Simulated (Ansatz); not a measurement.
Basis sets compared for the cluster Rb₂F₂ (the lowest singlet isomer of a short search). The state is a singlet with charge 0. Geometry PBE0-D4/def2-TZVP. Ansatz on 4 threads of Arm Neoverse V2 on a shared host; times are rough, and most runs start from earlier orbitals.

```xyz
4

Rb    0.8319    0.7774   -1.5174
Rb   -0.8311   -0.7769    1.5182
F    -0.9940    1.3377    0.1404
F     0.9931   -1.3383   -0.1412
```

In the def2 sets Rb takes a core potential; there is no spin–orbit coupling. The structure comes from a short search, and lower isomers may exist.

Binding counts from free atoms (Rb doublet, F doublet) in the same basis, without a counterpoise term.

| level | functions | energy (Eh) | HOMO (eV) | LUMO (eV) | binding per atom (eV) | wall time |
| --- | --- | --- | --- | --- | --- | --- |
| PBE-D4/def2-SVP | 76 | -247.6708 | -4.46 | -1.07 | 2.91 | 0.55 s |
| PBE-D4/def2-TZVP (with forces) | 128 | -247.9396 | -4.90 | -0.99 | 2.97 | 1.2 s |
| r2SCAN-D4/def2-TZVP | 128 | -248.0782 | -5.16 | -0.35 | 2.93 | 1.8 s |
| PBE0-D4/def2-SVP | 76 | -247.6677 | -6.18 | -0.57 | 2.77 | 0.65 s |
| PBE0-D4/def2-TZVP | 128 | -247.9330 | -6.71 | -0.50 | 2.84 | 1.1 s |

(1) Estimate the rows for PBE-D4/def2-TZVPD, r2SCAN-D4/def2-TZVPD, PBE0-D4/def2-TZVPD.

Results:

(1) 
```json
{"level": "PBE-D4/def2-TZVPD", "functions": "146", "energy (Eh)": "-247.9448", "HOMO (eV)": "-4.99", "LUMO (eV)": "-0.94", "binding per atom (eV)": "2.99", "wall time": "1.4 s"}
{"level": "r2SCAN-D4/def2-TZVPD", "functions": "146", "energy (Eh)": "-248.0829", "HOMO (eV)": "-5.25", "LUMO (eV)": "-0.29", "binding per atom (eV)": "2.95", "wall time": "2.1 s"}
{"level": "PBE0-D4/def2-TZVPD", "functions": "146", "energy (Eh)": "-247.9376", "HOMO (eV)": "-6.80", "LUMO (eV)": "-0.46", "binding per atom (eV)": "2.86", "wall time": "1.4 s"}
```
